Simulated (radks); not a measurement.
Ionisation of the rubidium ion Rb29+, [He] 2s2 2p4, to [He] 2s2 2p3 as the strength of local exchange is varied. Calculated with a radial shooting solver on a logarithmic mesh with Libxc functionals: scalar-relativistic Kohn-Sham, Slater X-alpha exchange (alpha = 2/3 is LDA exchange), no correlation, spin-polarised, spherical densities, point nucleus; open shells are filled with parallel spins first (spin-orbit coupling, left out, can overturn this in heavy ions).

| alpha | E(Rb29+) (hartree) | exchange (hartree) | IE (eV) | -e of the level emptied (eV) | <r> of it (bohr) |
|---|---|---|---|---|---|
| 0.58 | -2220.30729 | -39.87124 | 3420.8 | 3349.3 (2p) | 0.1484 |
| 0.651 | -2225.20025 | -44.81658 | 3432.7 | 3362.2 (2p) | 0.1482 |
| 0.667 | -2226.30387 | -45.93297 | 3435.4 | 3365.1 (2p) | 0.1481 |
| 0.75 | -2232.03464 | -51.73572 | 3449.4 | 3380.2 (2p) | 0.1478 |

NIST Atomic Spectra Database: 3443 +/- 8 eV (semi-empirical). The Delta-SCF value meets it near alpha = 0.71. Open shells are spherical and high-spin; term and fine-structure splittings are not resolved.
